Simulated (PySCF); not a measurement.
CH4FNOSi2, SMILES F[Si@H]1N=CO[SiH2]1.

Geometry: r2SCAN-D4/def2-SVP. The structure was generated by enumeration; whether it is a known compound was not checked.

Two levels are set side by side: PBE/def2-TZVP (PySCF) and M06-2X/def2-TZVP (PySCF). Same geometry, gas phase. Differences are taken from unrounded values.

| quantity | PBE |
|---|---|
| orbital gap (eV) | 4.14 |
| highest occupied level (eV) | -6.31 |
| lowest empty level (eV) | -2.17 |
| dipole moment (D) | 1.95 |
| mean polarisability (bohr³) | 72.6 |

These are the PBE values. What does M06-2X give? (Estimate from the structure and the level; the computed values follow.)


```
quantity                     M06-2X  PBE minus M06-2X
---------------------------  ------  ----------------
orbital gap (eV)               8.49             -4.35
highest occupied level (eV)   -8.78              2.46
lowest empty level (eV)       -0.28             -1.89
dipole moment (D)              2.24             -0.29
mean polarisability (bohr³)    67.8               4.8
```

Without exact exchange PBE keeps part of each electron's self-repulsion, which lifts occupied levels and narrows the gap. PBE's more diffuse valence density responds more strongly to a field. Differences between two approximate levels are no errors against the true value.

Rough cost on one machine, each run with all the roots and properties that it gave: M06-2X against PBE about 3 times.
